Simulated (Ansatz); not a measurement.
Correlation energies of B2GeH7N (`[BH2][GeH2][BH]N`) by basis set

```xyz
11

B     1.983   -1.016   -0.251
Ge    0.242   -0.692    0.772
B    -1.092    0.258   -0.504
N    -1.447    1.577   -0.283
H     2.878   -0.224   -0.216
H     2.106   -1.971   -0.961
H     0.466    0.191    2.024
H    -0.382   -2.019    1.251
H    -1.563   -0.307   -1.448
H    -2.088    2.078   -0.876
H    -1.104    2.124    0.490
```

Charge 0, multiplicity 1. Correlated methods include outer-core shells of Ge, which these sets cover unevenly. Scalar relativity is left out up to krypton. Geometry: relaxed with PBE0-D4/def2-TZVP. It is one conformer, not always the lowest. Frozen core, restricted reference, Ansatz.

| basis | HF (Eh) | MP2 corr. | CCSD corr. | (T) | CCSD(T) total |
| --- | --- | --- | --- | --- | --- |
| def2-SVP | -2182.91585 | -0.57366 | -0.62077 | -0.01800 | -2183.55462 |
| def2-TZVPP | ? | ? | ? | ? | ? |
| def2-QZVPP | -2183.34840 | -0.97287 | – | – | – |

Q: Fill in the withheld values. (Best estimate.)

A: Computed: def2-TZVPP HF (Eh): -2183.30155; def2-TZVPP MP2 corr.: -0.68051; def2-TZVPP CCSD corr.: -0.72466; def2-TZVPP (T): -0.02686; def2-TZVPP CCSD(T) total: -2184.05307.
